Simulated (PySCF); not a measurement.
C4H7BFN, SMILES FCB1C=CCN1.

Geometry optimised at PBE0-D3(BJ)/def2-SVP. This is a generated structure with no PubChem entry under its InChIKey; it may be hypothetical. One conformer was computed; it need not be the lowest.

All values below come from PySCF with B3LYP/def2-TZVP.

Symmetry labels are those of the subgroup Cs that the program uses (full group Cs).

Computed valence orbital energies around the gap with their symmetry:
```
orbital  symmetry  energy (eV)
-------  --------  -----------
HOMO−7         A'       -11.61
HOMO−6         A'       -11.41
HOMO−5         A'       -10.20
HOMO−4         A'        -9.46
HOMO−3         A"        -9.28
HOMO−2         A'        -8.23
HOMO−1         A"        -7.74
HOMO           A"        -7.12
LUMO           A"        -0.74
LUMO+1         A'         0.71
LUMO+2         A'         1.30
LUMO+3         A'         1.53
```
